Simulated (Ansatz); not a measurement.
`BN(C)C=C`, one more setting.

```yaml
crystal:
  periodic: [false, false, false]
  atoms:
    - {symbol: B, position_ang: [-0.218044, 0.448167, -1.767366]}
    - {symbol: N, position_ang: [-0.108994, 0.264134, -0.411389]}
    - {symbol: C, position_ang: [1.227173, 0.501386, 0.162940]}
    - {symbol: C, position_ang: [-0.963947, -0.592370, 0.288472]}
    - {symbol: C, position_ang: [-0.868314, -0.444372, 1.598986]}
    - {symbol: H, position_ang: [-1.070167, 0.095089, -2.387152]}
    - {symbol: H, position_ang: [0.830887, 0.810394, -2.480986]}
    - {symbol: H, position_ang: [1.538449, -0.562915, 0.521343]}
    - {symbol: H, position_ang: [1.112049, 1.003628, 0.972534]}
    - {symbol: H, position_ang: [1.862136, 0.875589, -0.472383]}
    - {symbol: H, position_ang: [-1.912487, -0.641045, -0.250821]}
    - {symbol: H, position_ang: [0.111208, -0.533359, 2.160551]}
    - {symbol: H, position_ang: [-1.683321, -1.176478, 1.947761]}
basis:
  gaussian: {orbitals: aug-pcseg-2}
total_charge: -1
magnetization: {spin_polarized: true, initial_magnetization: 1}
hamiltonian: {xc: {name: PBEsol}}
output: {forces: true}
```

```sh
$ ansatz run in.yaml --threads 4 --pin off --events-out ev --progress --plain --max-ram 10444MiB
```

Shortened log:

```
Functional definition: PBEsol
1480 factors; their error is unknown
mean field evaluation 1: about -5363.4672 eV, gradient 4.8e1 eV
mean field evaluation 2: about -5227.8922 eV, gradient 1.2e2 eV
mean field evaluation 4: about -5374.6523 eV, gradient 1.4e1 eV
mean field evaluation 8: about -5376.1206 eV, gradient 1.1e0 eV
mean field evaluation 16: about -5376.0521 eV, gradient 3.8e-1 eV
mean field evaluation 32: about -5376.0526 eV, gradient 1.1e-3 eV
mean field evaluation 96: about -5376.0322 eV, gradient 1.9e-6 eV
a density is far from that of the atoms, so the factors are made again for it
2530 factors; integrals over basis functions are off by at most 8.8e-4 eV
mean field -5376.05244242 eV, -197.5662832397 hartree, gradient 2.5e-7 eV, S^2 0.751278; 0 other end points of the search recorded, 0 dependent functions left out
reference -5376.05250057 eV, -197.5662853768 hartree; 20, 19 occupied and 394, 395 virtual orbitals, 2530 factors
Total energy: -5376.05250057 eV, -197.5662853768 hartree
Atom 0 at    -0.218044     0.448167    -1.767366 Å, force     3.361719     1.460587    -1.581130 eV/Å
Atom 1 at    -0.108994     0.264134    -0.411389 Å, force     1.846254    -1.042673    -1.580599 eV/Å
Atom 2 at     1.227173     0.501386     0.162940 Å, force    -3.644000    -7.522057    -0.508125 eV/Å
Atom 3 at    -0.963947    -0.592370     0.288472 Å, force     0.544018     3.621754    -2.243238 eV/Å
Atom 4 at    -0.868314    -0.444372     1.598986 Å, force    -1.201255    -3.804988     4.190303 eV/Å
Atom 5 at    -1.070167     0.095089    -2.387152 Å, force    -2.431566    -0.815060    -1.189601 eV/Å
Atom 6 at     0.830887     0.810394    -2.480986 Å, force    -1.262421    -0.173827     1.077132 eV/Å
Atom 7 at     1.538449    -0.562915     0.521343 Å, force     0.157172     1.366629    -0.477767 eV/Å
Atom 8 at     1.112049     1.003628     0.972534 Å, force    -0.471066     3.853808     5.668323 eV/Å
Atom 9 at     1.862136     0.875589    -0.472383 Å, force     3.465850     2.206981    -3.835936 eV/Å
Atom 10 at    -1.912487    -0.641045    -0.250821 Å, force    -0.175399    -0.664576     0.065164 eV/Å
Atom 11 at     0.111208    -0.533359     2.160551 Å, force    -1.076650     0.509622    -0.488132 eV/Å
Atom 12 at    -1.683321    -1.176478     1.947761 Å, force     0.887345     1.003801     0.903605 eV/Å
Dipole moment:    -0.092992    -1.800498     0.704085 e Å
```

Hardware: 4 threads of an Intel Xeon Platinum 8488C on a shared host. Wall time 2.6 min, peak host memory 3.5 GiB.
